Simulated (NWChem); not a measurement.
System: C₂H₄FNSi; SMILES F[Si@H]1C=NC1

```xyz
9

F      0.0283    -1.9435    -0.4312
Si     0.0321    -0.5444     0.3982
C      1.0939     0.9077    -0.1123
N      0.0978     1.7151    -0.2291
C     -1.1177     0.8743    -0.0979
H      0.0893    -0.9279     1.8392
H      2.1289     1.2621    -0.2092
H     -1.8433     1.2966     0.6154
H     -1.6206     0.7839    -1.0736
```
Atoms are numbered in this order, from 1.

All runs: NWChem. Medium grid unless said otherwise, to which SCAN and Minnesota functionals are sensitive. Geometry: optimised at PBE0/def2-SVP. Hybrids' shares of exact exchange are those that their runs print; pure functionals count as 0. The functionals differ in more than this share.

```
row                    share of exact exchange  orbital gap (eV)
---------------------  -----------------------  ----------------
PBE/def2-SVP                              0.00              3.48
BLYP/def2-SVP                             0.00              3.53
TPSSh/def2-SVP                            0.10              4.74
B3LYP/def2-SVP                            0.20              5.56
M06-2X/def2-SVP                           0.54              8.41
Hartree-Fock/def2-SVP                     1.00          withheld
```

Fit a straight line of the last column on the one before it, predict the withheld value, and compare with the run.


1. Means of the 5 shown rows: x = 0.168, y = 5.144. Slope Σ(x − x̄)(y − ȳ)/Σ(x − x̄)² = 1.806/0.2005 = 9.011; intercept 3.630.
2. The shown rows scatter about the line by 0.141 (root mean square); the largest residual is +0.21, at TPSSh/def2-SVP.
3. At x = 1.00 (Hartree-Fock/def2-SVP; beyond the shown range) the line gives 12.64.
4. The run gives 13.70, +1.06 from the line, 7.5 times the scatter.
